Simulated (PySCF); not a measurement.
O3W, charge +1, multiplicity 2. Atoms are numbered in the order given.

```xyz
4

W     -0.0319     0.1806     0.0000
O     -0.6915    -0.6029     1.3521
O      1.6782    -0.4651     0.0000
O     -0.6915    -0.6029    -1.3521
```
Charge +1, spin multiplicity 2.

Coordinates come from a B3LYP-D3(BJ)/def2-TZVP optimisation. The multiplicity is an assumed one; other spin states were not compared. The isomer is the one that the SMILES or the coordinates give; other isomers of the formula were not compared. The def2 effective core potentials stand for the cores of W; spin–orbit coupling is left out.

Computed with TDA-ωB97X/def2-SVPD (PySCF).

Vertical excitations. The molecule is in vacuum.

Computed UV-visible absorptions:
| state | energy (eV) | λ (nm) | f | main pairs |
|---|---|---|---|---|
| root 1 | 0.62 | 1987 | 0.000 | β HOMO−1→LUMO 78 % |
| root 2 | 1.82 | 682 | 0.001 | β HOMO−2→LUMO 60 %, β HOMO−4→LUMO 18 %, β HOMO−6→LUMO 14 % |
| root 3 | 2.12 | 585 | 0.001 | β HOMO→LUMO 94 % |
| root 4 | 3.36 | 369 | 0.000 | α HOMO→LUMO 17 %, β HOMO→LUMO+1 75 % |
| root 5 | 3.59 | 345 | 0.006 | α HOMO−1→LUMO 10 %, β HOMO−1→LUMO+1 76 % |
| root 6 | 3.66 | 338 | 0.000 | α HOMO→LUMO 60 %, β HOMO→LUMO+1 12 %, β HOMO−4→LUMO 8 %, β HOMO−6→LUMO 6 % |
| root 7 | 3.86 | 321 | 0.005 | α HOMO→LUMO 18 %, β HOMO−4→LUMO 24 %, β HOMO−6→LUMO 14 %, β HOMO−1→LUMO 10 %, β HOMO−1→LUMO+3 7 % |
| root 8 | 3.89 | 319 | 0.000 | β HOMO−2→LUMO 32 %, β HOMO−6→LUMO 29 %, β HOMO−4→LUMO 23 %, β HOMO−2→LUMO+3 5 % |
| root 9 | 4.23 | 293 | 0.000 | α HOMO−1→LUMO 12 %, α HOMO−2→LUMO 7 %, β HOMO−3→LUMO 40 %, β HOMO−2→LUMO+1 17 %, β HOMO−1→LUMO+1 13 % |
| root 10 | 4.43 | 280 | 0.000 | α HOMO−1→LUMO 22 %, α HOMO−2→LUMO 9 %, β HOMO−2→LUMO+1 33 %, β HOMO−5→LUMO 15 %, β HOMO−3→LUMO 6 % |
Unrestricted roots are not spin-pure.
